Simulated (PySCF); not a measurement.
**Dipole response of Ni (nickel, neutral)**

[Ar] 3d8 4s2, high-spin 3F determinant. All numbers are calculated (PySCF 2.14, the non-relativistic Hamiltonian (point nucleus), in aug-cc-pVDZ (7s6p4d2f, 59 functions)). Coupled (time-dependent) response in atomic units; α is the mean over directions. A double-zeta set is small for polarisabilities.

| method | mean α (bohr³) | C₆ (like pair) | S(−4) |
| --- | --- | --- | --- |
| UHF | 64.86 | 568.5 | 2454 |
| PBE | 49.07 | 390.8 | 1272 |
| PBE0 | 52.18 | 424.4 | 1448 |
| M06 | 39.59 | 275.4 | 914.9 |

S(−4) is the Cauchy moment in α(ω) = α(0) + S(−4) ω² + …

Reference α: 49 ± 3 bohr³ (recommended; Schwerdtfeger and Nagle, table of static dipole polarizabilities (2023 update)). Published C₆: 373.0 (Chu and Dalgarno (2004); Tang, Norbeck and Certain (1976)).

Hartree-Fock lies above the reference because it lacks correlation, which contracts the outer shell.

α(iu) at PBE0:

| u (hartree) | α(iu) (bohr³) |
| --- | --- |
| 0 | 52.18 |
| 0.0500 | 48.83 |
| 0.100 | 41.15 |
| 0.200 | 26.07 |
| 0.300 | 16.94 |
| 0.500 | 8.833 |
| 0.750 | 5.176 |
| 1.00 | 3.585 |
| 1.50 | 2.161 |
| 2.00 | 1.497 |
| 3.00 | 0.8665 |
| 5.00 | 0.4112 |

A single London oscillator, α(iu) = α/(1 + u²/ω²), gives C₆ = (3/4) ω α². Matching the computed C₆ needs ω = 4 × 424.4 / (3 × 52.18²) = 0.208 hartree.
